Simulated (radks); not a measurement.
Values are calculated unless marked as measured or tabulated.
Species: a nucleus of charge 69.25 with 69 electrons. Configuration: [Xe] 4f13 6s2.

Code: a radial shooting solver on a logarithmic mesh with Libxc functionals. Model: non-relativistic Kohn-Sham, r2SCAN, spin-unpolarised, spherical densities, point nucleus; meta-GGA in the generalised Kohn-Sham scheme; relativity is left out, which matters for an element this heavy.

Energy parts (hartree):
part                       energy
total                 -13056.2238
kinetic                13052.5559
electron-nucleus      -31070.0924
Hartree                 5236.0787
exchange-correlation    -274.7659

Orbitals (lengths in bohr, moments of r in powers of bohr; r(90%) holds 90 % of the orbital's charge):
| orbital | occ. | eigenvalue (hartree) | r(90%) | <r^2> |
|---|---|---|---|---|
| 1s | 2 | -2042.248 | 0.0389 | 0.0006406 |
| 2s | 2 | -331.3995 | 0.142 | 0.01009 |
| 2p | 6 | -316.4305 | 0.127 | 0.007487 |
| 3s | 2 | -74.29390 | 0.346 | 0.06402 |
| 3p | 6 | -67.48419 | 0.338 | 0.05958 |
| 3d | 10 | -54.82771 | 0.310 | 0.04695 |
| 4s | 2 | -14.46460 | 0.765 | 0.3207 |
| 4p | 6 | -11.68215 | 0.790 | 0.3364 |
| 4d | 10 | -6.67982 | 0.857 | 0.3782 |
| 5s | 2 | -1.82680 | 1.92 | 1.993 |
| 5p | 6 | -1.09235 | 2.21 | 2.574 |
| 4f | 13 | -0.42023 | 1.28 | 0.7413 |
| 6s | 2 | -0.18890 | 5.99 | 18.95 |

The highest occupied level is 6s at -5.140 eV. The density falls to 0.001 e/bohr^3 at r = 5.18 bohr. Virial ratio -V/T = 2.00028. The electron density at the nucleus is 2.371e+05 e/bohr^3. Summed over all electrons, <r^2> = 74.43 bohr^2, which gives a Langevin (diamagnetic) susceptibility term of -58.9 x 10^-6 cm^3/mol.
